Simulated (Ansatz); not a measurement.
```yaml
crystal:
  periodic: [false, false, false]
  atoms:
    - {symbol: C, position_ang: [-2.051561, 2.925251, -2.518796]}
    - {symbol: Ga, position_ang: [1.588752, 1.824072, -0.347379]}
    - {symbol: Si, position_ang: [2.078847, -2.789113, 2.413056]}
    - {symbol: H, position_ang: [-2.529948, 1.223330, -4.153371]}
    - {symbol: H, position_ang: [-1.876162, 5.046187, -3.621746]}
    - {symbol: H, position_ang: [-3.893481, 2.991954, -0.969583]}
    - {symbol: H, position_ang: [4.655362, -4.443663, 1.237127]}
    - {symbol: H, position_ang: [-0.507581, -4.816780, 2.377844]}
    - {symbol: H, position_ang: [2.730471, -2.063315, 5.545009]}
basis:
  gaussian: {orbitals: def2-SVP, fitting: {mean_field: cc-pVTZ-jkfit}, point_charges: [{charge: -1.00, position_ang: [6.506, 0.616, -0.833]}]}
magnetization: {spin_polarized: true, initial_magnetization: 1}
hamiltonian: {xc: {name: r2SCAN0}}
scf: {lower_state_search: full}
```

```sh
$ ansatz run in.yaml --threads 4 --pin off --events-out ev --progress --plain --max-ram 10444MiB
```

It prints (some lines left out):

```
Functional definition: r2SCAN0
587 factors; integrals over basis functions are off by at most 2.1e-1 eV
mean field evaluation 1: about -61336.7074 eV, gradient 2.3e1 eV
mean field evaluation 2: about -61336.7044 eV, gradient 2.3e1 eV
mean field evaluation 4: about -61272.4788 eV, gradient 8.8e1 eV
mean field evaluation 8: about -61348.4097 eV, gradient 5.9e0 eV
mean field evaluation 16: about -61351.9018 eV, gradient 4.8e-2 eV
mean field evaluation 64: about -61351.8543 eV, gradient 3.1e-1 eV
mean field evaluation 96: about -61351.8564 eV, gradient 1.2e-4 eV
mean field evaluation 128: about -61351.9019 eV, gradient 2.6e-3 eV
mean field -61351.90191976 eV, -2254.6408097384 hartree, gradient 5.8e-6 eV, S^2 4.684259; 16 other end points of the search recorded, 0 dependent functions left out
reference -61351.90194263 eV, -2254.6408105788 hartree; 29, 28 occupied and 65, 66 virtual orbitals, 587 factors
Total energy: -61351.90194263 eV, -2254.6408105788 hartree
```

In this input the geometry is stretched to more than twice its size. The run converged. The result belongs to that input, not to the molecule as meant.
